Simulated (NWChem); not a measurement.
Species: Si2H4OF2; SMILES O[SiH2][SiH](F)F

```xyz
9

O      0.5606     2.3686     0.1839
Si    -0.6355     1.2690    -0.2020
Si     0.0686    -0.8894     0.3970
F     -0.9782    -1.9897    -0.1712
F      1.4880    -1.1541    -0.3487
H      1.3970     2.2790    -0.2832
H     -0.9687     1.2636    -1.6621
H     -1.8399     1.6603     0.5799
H      0.2747    -1.1718     1.8430
```
Atoms are numbered in this order, from 1.

Program: NWChem. Pople sets run with spherical d functions. Medium grid unless said otherwise, to which SCAN and Minnesota functionals are sensitive. Coordinates come from a PBE0/def2-SVP optimisation. Hybrids' shares of exact exchange are those that their runs print; pure functionals count as 0. The functionals differ in more than this share.

| row | share of exact exchange | highest occupied level (eV) |
|---|---|---|
| PBE/6-31G* | 0.00 | -6.53 |
| M06-L/6-31G* | 0.00 | -6.88 |
| B3LYP/6-31G* | 0.20 | withheld |
| M06/6-31G* | 0.27 | -7.95 |
| PW6B95/6-31G* | 0.28 | -8.05 |
| BHandHLYP/6-31G* | 0.50 | -9.26 |
| M06-2X/6-31G* | 0.54 | -9.17 |

Question: Fit a straight line of the last column on the one before it, predict the withheld value, and compare with the run.

Answer: 
1. Means of the 6 shown rows: x = 0.265, y = -7.973. Slope Σ(x − x̄)(y − ȳ)/Σ(x − x̄)² = -1.305/0.2716 = -4.805; intercept -6.700.
2. The shown rows scatter about the line by 0.132 (root mean square); the largest residual is -0.18, at M06-L/6-31G*.
3. At x = 0.20 (B3LYP/6-31G*; inside the shown range) the line gives -7.66.
4. The run gives -7.71, -0.05 from the line, 0.4 times the scatter.
